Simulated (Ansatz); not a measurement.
`[F][Al]([GaH2])[SiH2][SiH3]` + `BN[SiH3]` → `B[N]([SiH3])[Al]([F])[GaH2]` + `[SiH3][SiH3]` at 400 K and 1 bar (cleavage of the Al–Si bond).

Calculated with Ansatz (gas phase, PBE0-D4/def2-TZVP geometries, no zero-point term in ΔE). CCSD(T)/CBS adds triple-zeta CCSD(T) − MP2 to the extrapolated MP2 energy (def2 sets, frozen cores). For Ga outer-core shells are correlated without core-valence functions, which leaves a few kJ/mol of doubt a bond. Scalar relativity is left out up to krypton. Each species was taken in one conformer, which may not be the lowest.

```csv
species,CCSD(T)/CBS energy (Eh),H − E (kJ/mol),S (J/(mol·K))
`[F][Al]([GaH2])[SiH2][SiH3]`,-2848.16784,200.3,482.8
`BN[SiH3]`,-372.22946,191.4,318.7
`B[N]([SiH3])[Al]([F])[GaH2]`,-2638.68248,230.4,478.8
`[SiH3][SiH3]`,-581.74359,152.8,300.2
```

H − E and S are ideal-gas, rigid-rotor, harmonic terms from PBE0-D4/def2-TZVP, for one conformer and one mirror image of each species. 1 Eh = 2625.50 kJ/mol, R = 8.31446 J/(mol·K).

Task: By hand: ΔE, ΔH, ΔS and ΔG.

Result: ΔE = (-2638.68248) + (-581.74359) − (-2848.16784) − (-372.22946) = -0.02877 Eh = -75.5 kJ/mol. Δ(H − E) = 230.4 + 152.8 − 200.3 − 191.4 = -8.5, so ΔH = -84.0 kJ/mol. ΔS = 478.8 + 300.2 − 482.8 − 318.7 = -22.5 J/(mol·K). ΔG = -84.0 − 400 × (-22.5)/1000 = -75.0 kJ/mol.

Task: By hand: the equilibrium constant, and the temperature at which ΔG would vanish if ΔH and ΔS stayed fixed.

Result: log₁₀ K = −ΔG/(RT ln 10) = 9.8. ΔG = 0 at ΔH/ΔS = 3733 K, far beyond where these terms or the molecules hold.

ΔH outweighs TΔS. A doubt of 5 kJ/mol in ΔE shifts log₁₀ K by 0.7 here. Other conformers and mirror images would add mixing entropy, several J/(mol·K) or more a flexible species. Modes under 60 cm⁻¹, often nearly free rotors, make the harmonic entropy too high. These are equilibria of isolated gas molecules and say nothing of rates. Largest T1 diagnostic: 0.015 (customary marks: 0.02 for closed shells, 0.045 for open ones).
